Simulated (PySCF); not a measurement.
# Electronic structure of F (fluorine, neutral) at the UHF level

Configuration: [He] 2s1 2p5 3d1, one real determinant (an excited configuration). Calculation: PySCF 2.14, in aug-cc-pVQZ with one added diffuse shell each of s, p, d, f, g type (7s6p5d4f3g, 105 functions); the non-relativistic Hamiltonian (point nucleus).

* Total energy: -98.023457 hartree
* One-electron energy: -134.1892 hartree
* Hartree (Coulomb) energy: 45.7568 hartree
* Exchange energy: -9.5910 hartree
* Kinetic energy: 98.27971 hartree
* ⟨S²⟩: 3.7583
* ⟨L²⟩: 7.605
* Sum of ⟨r⟩: 11.08 bohr
* Sum of ⟨r²⟩: 32.89 bohr²
* Traceless quadrupole moment −½Σ⟨3z² − r²⟩ along its main axis: -8.95 e·bohr²
* Density at the nucleus (Gaussians lack the cusp): 430 bohr⁻³
* Spin density at the nucleus: 13.3 bohr⁻³
* Langevin diamagnetic susceptibility: -26.1 ×10⁻⁶ cm³/mol

| shell | electrons | mean orbital energy (hartree) | spread (hartree) | rms radius, mean of both spins (bohr) |
| --- | --- | --- | --- | --- |
| 1s α | 1 | -27.00254 | 0 | 0.204 |
| 1s β | 1 | -26.84124 | 0 | 0.204 |
| 2s α | 1 | -2.20184 | 0 | 1.03 |
| 2p α | 3 | -1.28953 | 0.11388 | 1.12 |
| 2p β | 2 | -0.98045 | 0 | 1.12 |
| 3d α | 1 | 0.01742 | 0 | 5.05 |

⟨L²⟩ = 7.60 against 12 for a pure F term, so this real determinant mixes terms. The outer electron is Rydberg-like, and this basis confines it to a smaller radius and binds it less than a complete one would. At UHF the highest occupied level has a positive energy, so only the finite basis holds that electron; for this excited configuration the basis is too tight for the outer shell.

Spin-orbit constants ζ (cm⁻¹) from the X2C one-electron operator on these orbitals (non-relativistic here): bare nucleus, nucleus screened by l(l+1)(2l+1)/3 electrons, and screened by the Breit-Pauli mean field of the electrons.

| shell | bare | screened nucleus | mean field |
| --- | --- | --- | --- |
| 2p | 472.6 | 367.6 | 323.2 |
| 3d | 0.9279 | 0.1031 | 0.05891 |

To first order the Landé constant is A = -35.90 cm⁻¹, so the lowest level has J = 9/2 and lies 0.0200 eV below the centre of the term. This holds in LS coupling only.
